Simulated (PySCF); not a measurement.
# Assignment exercise: C$_{7}$H$_{7}$FO

Structure with atom numbers: `[OH:1][CH2:2][c:3]1[cH:4][cH:5][c:6]([F:7])[cH:8][cH:9]1`. Each H is labelled by its parent atom.

All values are calculated (PySCF 2.14): shielding tensors at B97-2/pcSseg-2 (GIAO), structure optimised with PBE0-D3(BJ)/def2-TZVP. A single conformation, relativity neglected, no solvent, rapidly exchanging positions averaged.

Chemical shifts δ = σref − σ; TMS for ¹³C, ¹H, all at this level.

Q: Assign these signals to the numbered atoms. ¹³C{¹H} NMR (computed): δ 173.0, 146.0, 135.4, 121.4, 71.4.

A: 
```tsv
δ (ppm)	atoms	environment	reason
173.0	C6	aromatic carbon bearing fluorine	the electronegative substituent deshields the carbon that carries it
146.0	C3	substituted aromatic carbon	–
135.4	C4/C9	aromatic CH	the aromatic region
121.4	C5/C8	aromatic CH	–
71.4	C2	sp3 CH2 bonded to O, on an aromatic ring	deshielded by the electronegative neighbour
```

Q: Assign these signals to the numbered atoms. ¹H NMR (400 MHz, computed): δ 7.72 (m, 2H), 7.26 (m, 2H), 4.71 (s, 2H), 0.48 (br s, 1H).

A: 
| δ (ppm) | atoms | environment | reason |
| --- | --- | --- | --- |
| 7.72 | H(C4)/H(C9) | hydrogen on an aromatic CH | aromatic region |
| 7.26 | H(C5)/H(C8) | hydrogen on an aromatic CH | – |
| 4.71 | H(C2) | hydrogen on an sp3 CH2 bonded to O, on an aromatic ring | its carbon carries O, hence the downfield position |
| 0.48 | H(O1) | hydrogen on an alcohol oxygen | labile proton, position sensitive to the medium |

OH and NH positions are those of a molecule without intermolecular hydrogen bonds; in solution they move with solvent, concentration and temperature, and exchange usually removes their couplings. Splittings by ¹⁹F in the carbon and heteronuclear signals aren't shown, as no couplings were computed. Shifts are as computed. Against solution values, carbons near 30 ppm lie about +3 ppm off and those near 130 ppm about +7 ppm. Of 1211 compounds with measured shifts, 218 miss one by over three times the rms of a fit or turn the order of signals round; such compounds aren't used in these exercises. No couplings were computed; multiplicities are counted from neighbouring protons, with m where these are inequivalent, close in shift, in a saturated or five-membered ring or joined by F or P, and br s for small geminal =CH2 splittings.
